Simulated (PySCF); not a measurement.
# Computed properties of CH₅FInN, SMILES [NH2][In]([CH3])[F]

CH5FInN, SMILES [CH3][In]([NH2])[F]. Geometry optimised at B3LYP-D3(BJ)/def2-SVP. The structure was generated by enumeration; whether it is a known compound was not checked. The def2 effective core potentials stand for the cores of In; spin–orbit coupling is left out. One conformer was computed; it need not be the lowest. All values are computed for the isolated molecule unless a solvent is named; none is compared with measurement here.

**Structure.** All 21 harmonic modes at B3LYP-D3(BJ)/def2-SVP (PySCF) are real, so it is a minimum. With heavy atoms numbered as in [In:1]([F:2])([CH3:3])[NH2:7], the shortest bond between them is In1–F2 at 1.985 Å and the longest In1–C3 at 2.154 Å.

**Vibrations.** The strongest infrared lines (harmonic, unscaled, degenerate partners summed) lie at 366 cm⁻¹ (148 km/mol, H 73 %, N 25 %), 583 cm⁻¹ (65 km/mol, F 85 %, In 14 %), 770 cm⁻¹ (59 km/mol, H 85 %). The softest mode is at 36 cm⁻¹ and the zero-point energy is 38.7 kcal/mol.

**Electronic structure.** ωB97X/def2-TZVP (PySCF) places the frontier levels at -9.76 and 0.82 eV, a gap of 10.58 eV, and gives a dipole moment of 3.72 D and a mean polarisability of 53.9 bohr³. PBE/def2-TZVP (PySCF) at the same geometry gives -5.94 and -1.88 eV, so its gap is 6.52 eV narrower. An orbital gap is neither the optical nor the fundamental gap.

**Excitations.** TDA-ωB97X/def2-SVPD (PySCF) has S1 at 5.59 eV (222 nm, f = 0.084, bright); the most intense of the 10 singlets computed lies at 7.40 eV (f = 0.35). T1 (TDA) is at 4.89 eV, 0.70 eV under S1. TDA-PBE/def2-SVPD (PySCF) puts S1 at 4.38 eV. No vertical singlet excitation falls in the visible range (under 3.1 eV).
